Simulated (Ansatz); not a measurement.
`C[CH2][Al][Br]` radical. The species carries charge 0 and has multiplicity 2.

| atom | x (Å) | y (Å) | z (Å) |
| --- | --- | --- | --- |
| C1 | 0.201 | -0.907 | -0.257 |
| C2 | 0.581 | 0.372 | 0.481 |
| Al3 | -0.707 | 1.867 | 0.307 |
| Br4 | -2.626 | 1.453 | -0.874 |
| H5 | 0.105 | -0.741 | -1.333 |
| H6 | 0.953 | -1.689 | -0.111 |
| H7 | -0.757 | -1.303 | 0.086 |
| H8 | 0.698 | 0.192 | 1.557 |
| H9 | 1.552 | 0.755 | 0.145 |

What are the harmonic wavenumbers in cm⁻¹ at PBE0-D4/def2-TZVP (Ansatz, finite differences of forces, unscaled)? (An estimate is asked.)

Computed: 5, 93, 202, 276, 378, 558, 573, 915, 954, 1031, 1186, 1243, 1407, 1433, 1485, 1493, 3028, 3039, 3068, 3105, 3125.
